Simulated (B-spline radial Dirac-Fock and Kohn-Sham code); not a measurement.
## Cl⁺ 2s: cross section and angular parameters

System: chlorine as Cl⁺, [Ne] 3s2 3p4; threshold 281.0 eV (orbital energy of the model). These are calculated numbers from a radial atomic solver; the model is Dirac-Hartree-Slater photoionisation with a Latter tail; cross sections with all multipoles, angular parameters from the dipole term and its interference with E2.

For linearly polarised light dσ/dΩ = σ/(4π) [1 + β P₂(cos θ) + (δ + γ cos²θ) sin θ cos φ], with θ from the polarisation vector and φ the angle between the beam and the projection of the electron momentum on the plane normal to the polarisation.

```csv
hν (eV),σ (kb),β,γ
400,235,2.000,0.117
458,196,2.000,0.027
523,?,?,?
831,72.9,2.000,-0.011
835,72.3,2.000,-0.010
1000,51.5,2.000,0.045
1030,48.6,2.000,0.056
1240,33.6,2.000,0.135
1486.9,23.1,2.000,0.228
1730,16.7,2.000,0.316
1910,13.4,2.000,0.378
2000,12.1,2.000,0.408
2050,11.5,2.000,0.425
2800,5.60,2.000,0.651
3210,4.04,2.000,0.762
3790,2.69,2.000,0.906
4000,2.36,2.000,0.956
4610,1.65,2.000,1.090
5720,0.946,2.000,1.310
6430,0.696,2.000,1.438
6830,0.593,2.000,1.507
6980,0.559,2.000,1.532
8047.8,0.381,2.000,1.701
9251.7,0.261,2.000,1.876
9510,0.242,2.000,1.912
15000,0.0669,1.999,2.568
```

Question: Give the values at 523 eV.

Answer: σ = 161 kb, β = 2.000, γ = -0.023. For an s subshell δ is negligible.
